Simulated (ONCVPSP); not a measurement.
## What the settings do to the ONCV potential of Pb (Z = 82)

Base potential:

| Property | Result |
| --- | --- |
| Element | Pb |
| Generator | ONCVPSP 4.0.1 |
| Type | optimised norm-conserving Vanderbilt (ONCV) |
| Functional | BLYP |
| Relativity | scalar-relativistic |
| Frozen core | [Kr] 4d10 4f14 5s2 |
| Valence charge | 20 |
| Reference configuration | 5p6 5d10 6s2 6p1.75 (charge +0.25) |
| Partial waves | 6s: rc 2.10 bohr, ncon 4, nbas 7, qcut 3.1 1/bohr, 2 projectors, debl 1.8 Ha; 5p+6p: rc 1.60 bohr, ncon 5, nbas 8, qcut 7.5 1/bohr, 3 projectors, debl 1.7 Ha; 5d: rc 1.25 bohr, ncon 4, nbas 7, qcut 8.8 1/bohr, 2 projectors, debl 0.9 Ha |
| Local potential | polynomial inside 1.00 bohr (lpopt 5, dvloc0 1 Ha) |
| Core correction | Teter function, fcfact 5.5, rcfact 1.4 |

Cutoffs, loose and tight: the cutoffs (Ha) at which the residual kinetic energy of the hardest occupied pseudo-wave falls to 1 and 0.1 mHa per electron. They do not see the model core or the augmentation charge, which bear on the density cutoff. Test errors are all-electron minus pseudo excitation energies from the reference, over the configurations 5p6 5d10 6s2 6p2; 5p6 5d10 6s2 6p1; 5p6 5d10 6s2 6p0; 5p6 5d9 6s2 6p2. A dash means not determined; rows that change the core or the reference have their own tests.

A true bound ghost makes a file unfit for plane-wave use even where its test errors are small: the radial tests pick states by their node count and pass the ghost by.

| change | outcome | cutoff, loose | cutoff, tight | bound ghosts | GHOST(+) flags above zero | largest test error (meV) |
| --- | --- | --- | --- | --- | --- | --- |
| base | generated | 24 Ha | 49 Ha | s | p | -21 |
| p: rc 1.1 | generated | 143 Ha | 166 Ha | s, p | p | -22 |
| p: rc 1.46 | generated | 39 Ha | 87 Ha | s | p | -21 |
| p: rc 1.54 | generated | 24 Ha | 72 Ha | s | p | -21 |
| p: rc 1.72 | generated | 24 Ha | 38 Ha | s | none | -20 |
| p: rc 1.88 | generated | 24 Ha | 38 Ha | s | none | -20 |
| p: rc 2.06 | generated | 24 Ha | 38 Ha | s | none | -19 |
| p: rc 2.2 | generated | 24 Ha | 38 Ha | s | none | -19 |
| p: rc 2.34 | generated | 24 Ha | 38 Ha | s | none | -18 |

(1) What comes out with this change to the base: p: rc 1.3?

Results:

(1) outcome: generated; cutoff, loose: 97 Ha; cutoff, tight: 117 Ha; bound ghosts: s; GHOST(+) flags above zero: none; largest test error (meV): -22.

Reading the sweep of the p radius (base included, trends over the rows without a ghost): Bound ghosts are found at 1.1, 1.3, 1.46, 1.54, 1.6, 1.72, 1.88, 2.06, 2.2, 2.34 bohr. Every judged row has one, so this setting neither creates nor removes them.
